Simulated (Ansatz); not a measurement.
The cluster Ag₂O⁻. Total charge -1; doublet. Geometry PBE-D4/def2-TZVPD; atoms count from 1.

```xyz
3

Ag    1.4126    0.0952    0.5330
Ag   -0.7823    0.0557   -1.2936
O    -0.6303   -0.1509    0.7606
```

In the def2 sets Ag takes a core potential; there is no spin–orbit coupling. The highest occupied level of the charge -1 doublet lies above zero (up to 0.20 eV). By energy differences its removal costs 1.31 eV (vertical, to the charge 0 singlet, at PBE0-D4/def2-TZVPD); a positive level beside a positive removal energy at the same level points to self-interaction error. The structure comes from a short search, and lower isomers may exist.

(1) Estimate the Mulliken populations from the PBE0/def2-TZVPD orbitals of Ansatz.

(2) Where does the spin sit?

(3) And the Mayer bond orders between bonded heavy atoms (over 0.3)?

## Answers

(1) 
```tsv
atom	charge (e)	spin (α − β)	d electrons
Ag1	-0.08	0.34	9.87
Ag2	-0.08	0.34	9.87
O3	-0.84	0.31	–
```
Mulliken values and Mayer orders depend strongly on the basis. With diffuse functions, as here, like atoms can get unlike values, and bond orders can come out too low or too high.

(2) Summed by element: Ag 0.69, O 0.31, of 1 unpaired in all. Largest on single atoms: Ag1 0.34, Ag2 0.34, O3 0.31.

(3) Ag1–Ag2 0.67 (2.86 Å); Ag1–O3 0.47 (2.07 Å); Ag2–O3 0.47 (2.07 Å).
